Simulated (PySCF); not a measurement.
# [La(PH3)2]3+ at several levels of theory

Computed with PySCF 2.14.0 (density fitting, no spin-orbit coupling) at the geometry relaxed with TPSS:

```xyz
9
[La(PH3)2]3+ (singlet)
La    0.1163    1.4216    0.0000
P    -0.0082   -0.1942    2.6599
H     1.2692   -0.4930    3.2068
H    -0.6893    0.4939    3.7002
H    -0.6645   -1.4513    2.5721
P    -0.0082   -0.1942   -2.6599
H     1.2692   -0.4930   -3.2068
H    -0.6645   -1.4513   -2.5721
H    -0.6893    0.4939   -3.7002
```

```csv
level,basis,state,HOMO (eV),gap (eV),charge on La1 (e),population of f-type functions on La1 (polarisation alone where 4f lies in the core),dipole about the centre of mass (D),largest force component (eV/Å)
TPSS,"La lcecp-1-SVP with ECP46, P def2-SVP, H def2-SVP",singlet,-20.85,3.14,1.98,0.01,1.06,0.01
PBE0,the same,singlet,-21.79,4.76,1.99,0.01,0.94,0.14
BLYP,the same,singlet,-20.54,2.72,1.87,0.01,1.29,0.21
BP86,the same,singlet,-20.82,2.94,1.91,0.01,1.34,0.32
TPSS,"La lcecp-1-TZVP with ECP46, P def2-TZVP, H def2-TZVP",singlet,-20.70,3.09,2.04,0.02,1.13,0.18
TPSS,"La x2c-SVPall, P x2c-SVPall, H x2c-SVPall",singlet,-20.93,2.96,1.86,0.05,1.28,0.12
```

In the lcecp rows the 4f levels are missing from HOMO and gap, and the state counts the valence alone.

Charges are Mulliken's, which hang on the basis. The relaxation used the grid (50, 194), these runs (75, 302) or, all-electron (x2c bases, spin-free X2C Hamiltonian), (99, 590).

Problem. What does revPBE with La lcecp-1-SVP with ECP46, P def2-SVP, H def2-SVP give here?

Solution. state singlet, HOMO (eV) -20.71, gap (eV) 2.91, charge on La1 (e) 1.92, population of f-type functions on La1 (polarisation alone where 4f lies in the core) 0.01, dipole about the centre of mass (D) 1.32, largest force component (eV/Å) 0.27. Time: 6.7 s on 2 threads of Arm Neoverse V1, with other jobs on the host, from an already converged density.

In the first row's basis the gap widens with exact exchange: 2.7 to 3.1 eV for BLYP, revPBE, BP86, TPSS (none); 4.8 eV for PBE0 (a fixed share).

No frequency check is given that shows the relaxed geometry to be a minimum.
